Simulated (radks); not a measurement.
Ni II, configuration [Ar] 3d9. Calculated with a radial shooting solver on a logarithmic mesh with Libxc functionals: non-relativistic Kohn-Sham, PBE, spin-unpolarised, spherical densities, point nucleus.

Local quantities along the radius. ELF = 1/(1 + alpha^2) is the electron localisation function; alpha = (tau - tau_W)/tau_unif compares the Pauli kinetic energy density with that of the uniform gas.

r (bohr),ELF,alpha
0.00424,1.000,0.01793
0.005434,1.000,0.01963
0.006963,1.000,0.02204
0.008852,0.999,0.02544
0.01134,0.999,0.03076
0.01454,0.998,0.03926
0.01863,0.997,0.05368
0.02387,0.994,0.08006
0.03035,0.983,0.1303
0.03889,0.945,0.2422
0.04983,0.801,0.4985
0.06386,0.490,1.021
0.08183,0.289,1.567
0.1049,0.356,1.346
0.1333,0.609,0.8004
0.1708,0.790,0.5160
0.2189,0.794,0.5090
0.2805,0.531,0.9394
0.3595,0.202,1.987
0.4606,0.335,1.408
0.5856,0.677,0.6915
0.7504,0.771,0.5443
0.9616,0.697,0.6590
1.232,0.477,1.046
1.579,0.230,1.831
2.024,0.099,3.024
2.572,0.042,4.792
3.297,0.013,8.714
4.224,0.002,20.12

On this mesh the ELF has minima near r = 0.092, 0.36 bohr, which separate the shells, and maxima near 0.19 (0.81), 0.75 (0.77).
